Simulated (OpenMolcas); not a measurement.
A run on Fe2+ with 6 ligands (oxide, fluoride on the axis) in tetragonal octahedral coordination (D4h) at 2.28 Å, the axial distance 2.207 Å. A charge of +1.33 e stands 3.2 Å behind each ligand. Ligand basis ANO-RCC-VDZP.

```
Program             : OpenMolcas
Method              : SS-CASPT2, IPEA 0.25 Eh, imaginary shift 0.1 Eh (closed shells correlated: 3s 3p and the ligand valence shells)
Basis               : ANO-RCC-VTZP [6s5p3d2f1g]
Scalar Hamiltonian  : DKH2, point nucleus
Active space        : 6 electrons in 5 orbitals (3d)
State averaging     : 2S+1 = 5 even, 5 roots; 2S+1 = 3 even, 45 roots; 2S+1 = 1 even, 50 roots
Spin-orbit coupling : state interaction with AMFI integrals over the reference wave functions
```

First CASPT2 step and the start of its output:

```
&CASPT2
Multistate=5 1 2 3 4 5
NoMult
Frozen=5 6
IPEA=0.25
Imaginary=0.1
MaxIter=60
WThr=0.0 0.3 0.05
PrWF=0.5
NoMix
```

```
--- CASPT2 ---
Orbital specifications:
      -----------------------

      Symmetry species                           1   2
                                                ag  au
      Frozen orbitals                            5   6
      Inactive orbitals                         13  15
      Active orbitals                            5   0
      Secondary orbitals                        49  50
      Deleted orbitals                           0   0
      Number of basis functions                 72  71
Type of calculation                        SS-CASPT2
      Fock operator                              state-specific
      IPEA shift                                 0.25
      Real shift                                 0.00
      Imaginary shift                            0.10
      The input orbitals will be transformed to quasi-canonical
Reference energy:       -1772.3894097741
      E2 (Non-variational):      -2.0507362308
      Shift correction:          -0.0092256906
      E2 (Variational):          -2.0599619214
      Total energy:           -1774.4493716955
      Residual norm:              0.0000002452
      Reference weight:           0.54012
      Contributions to the CASPT2 correlation energy
      Active & Virtual Only:         -0.1672975065
      One Inactive Excited:          -0.3091177839
      Two Inactive Excited:          -1.5743209403
Reference energy:       -1772.3569102273
      E2 (Non-variational):      -2.0291033215
      Shift correction:          -0.0079654031
      E2 (Variational):          -2.0370687246
      Total energy:           -1774.3939789518
      Residual norm:              0.0000005961
      Reference weight:           0.54195
      Contributions to the CASPT2 correlation energy
      Active & Virtual Only:         -0.1413659878
...
```

Over all roots the printed reference weights run from 0.20 to 0.55, and roots that are degenerate in the reference spread by up to 0.64 cm-1.

Problem. Did the run give usable levels, and if not, why?

Solution. No. The equations converged, but the reference weight falls to 0.20 for at least one root against 0.55 for the best. A drop of that size marks an intruder state, so the energies of such roots and the levels built on them can't be trusted.
